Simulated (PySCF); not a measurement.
## Excitation energy of Cd by level of theory

Cd [Kr] 4d10 5s2 (1S) → Cd [Kr] 4d10 5s1 5p1 (3P), as a difference of total energies. Calculation: PySCF 2.14, in x2c-TZVPPall; the spin-free X2C one-electron Hamiltonian (Gaussian nucleus). Correlated levels: valence: [Kr] frozen; valence and next inner shell: [Ar] 3d10 frozen. The calculations carry no spin-orbit coupling.

Problem. Order these methods by the excitation energy they give, lowest first.
A. MP2 (valence)
B. SCS-MP2 (valence)
C. r2SCAN
D. PBE

Solution. C (3.678 eV), A (3.757 eV), B (3.809 eV), D (3.979 eV).

Errors of the correlated levels include the incompleteness of this basis and the frozen core.

The basis was made for the ground configuration and has no added diffuse functions, so the excitation energy can come out too high.

For comparison: 3.874 eV (measured; NIST levels, between the centres of gravity of the two terms).
